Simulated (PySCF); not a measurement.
From computed data to an observable: oscillator strength and radiative lifetime

CH₂O₃, SMILES O=C(O)O.

Coordinates come from a B3LYP-D3(BJ)/def2-SVP optimisation. One conformer was computed; it need not be the lowest.

TDA-PBE/def2-SVPD in PySCF 2.14.0 puts the first singlet state with f over 0.02 at 6.45 eV (vertical), with the transition dipole (0.000, -0.510, 0.000) in atomic units.

Q: Find the oscillator strength, the wavelength and the radiative lifetime that this transition would have in vacuum if emission retraced absorption.

A: 
|μ|² = 0.2601 au, so |μ| = 1.30 D. ΔE = 6.45/27.211 = 0.2370 hartree. f = (2/3) ΔE |μ|² = 0.041 (the program prints 0.041).
λ = 1239.84/6.45 = 192 nm; ν = 52023 cm⁻¹.
Einstein's coefficient A = 0.6670 ν² f s⁻¹ (ν in cm⁻¹) = 7.4e7 s⁻¹, so τ = 1/A = 13 ns. This state is S1. The figure is the radiative limit of this one transition; relaxation, internal conversion, crossing to triplets and a medium change what is measured.
